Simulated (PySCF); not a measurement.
PySCF input for IrO3, SMILES [O]=[Ir](=[O])=[O] (connectivity only; charge and spin as stated), neutral, multiplicity 4, IEF-PCM-B3LYP/def2-SVP. Geometry optimised at PBE-D3(BJ)/def2-TZVP. The geometry has at least one imaginary mode, so it is a saddle point at that level. The spin state was assumed, not searched. The def2 effective core potentials stand for the cores of Ir; spin–orbit coupling is left out.

```python
import numpy as np
from pyscf import gto, scf, dft
from pyscf.solvent import pcm

mol = gto.M(
    atom='''
    Ir    0.00000000    0.00000000    0.00000000
    O    -1.75491521    0.00000000    0.00000000
    O     0.87745760    1.51980115    0.00000000
    O     0.87745760   -1.51980115    0.00000000
    ''',
    basis='def2-SVP',
    ecp={'Ir': 'def2-svp'},
    charge=0,
    spin=3,
    max_memory=1600,
    verbose=3,
)
mf = dft.UKS(mol, xc='b3lyp').density_fit(auxbasis='def2-universal-jkfit')
mf.grids.level = 3
mf.conv_tol = 1e-9
mf.max_cycle = 100
mf.kernel()
fine, coarse = mf.grids, dft.Grids(mol).set(level=1).build(with_non0tab=True)
for _ in range(3):  # follow internal instabilities
    mf.grids = coarse
    mo, _, stable, _ = mf.stability(return_status=True, nroots=4)
    mf.grids = fine
    if stable:
        break
    mf.kernel(mf.make_rdm1(mo, mf.mo_occ))
res = {}
for name, eps in {'water': 78.355, 'benzene': 2.2706, 'chloroform': 4.7113}.items():
    s = mf.PCM()
    s.with_solvent.method, s.with_solvent.eps, s.with_solvent.lebedev_order = 'IEF-PCM', eps, 29
    s.kernel(mf.make_rdm1())
    res[name] = (s.e_tot, eps, s.dip_moment(), s.mo_energy, s.converged)
    print(f'{name}: electrostatic solvation free energy {(s.e_tot - mf.e_tot) * 627.509474:.3f} kcal/mol')
```

Program output:

```

WARN: HOMO -0.605200087337456 >= LUMO -0.65680526059003


WARN: HOMO -0.205879033264569 >= LUMO -0.217177343153458

converged SCF energy = -329.743745258526  <S^2> = 3.763653  2S+1 = 4.0068207
<class 'pyscf.df.df_jk.DFUKS'> wavefunction is stable in the internal stability analysis

WARN: PCM is an experimental feature. It is still in testing.
Features and APIs may be changed in the future.

converged SCF energy = -329.752119487681  <S^2> = 3.7625239  2S+1 = 4.0062571
Dipole moment(X, Y, Z, Debye):  0.00014, -0.00000, -0.00000
water: electrostatic solvation free energy -5.255 kcal/mol

WARN: PCM is an experimental feature. It is still in testing.
Features and APIs may be changed in the future.

converged SCF energy = -329.747480578185  <S^2> = 3.7631269  2S+1 = 4.0065581
Dipole moment(X, Y, Z, Debye):  0.00059,  0.00000, -0.00000
benzene: electrostatic solvation free energy -2.344 kcal/mol

WARN: PCM is an experimental feature. It is still in testing.
Features and APIs may be changed in the future.

converged SCF energy = -329.749679030199  <S^2> = 3.7628344  2S+1 = 4.0064121
Dipole moment(X, Y, Z, Debye):  0.00057,  0.00000,  0.00000
chloroform: electrostatic solvation free energy -3.723 kcal/mol
```

Self-consistency was reached.

Cost: about 30 core-seconds (a rough figure).
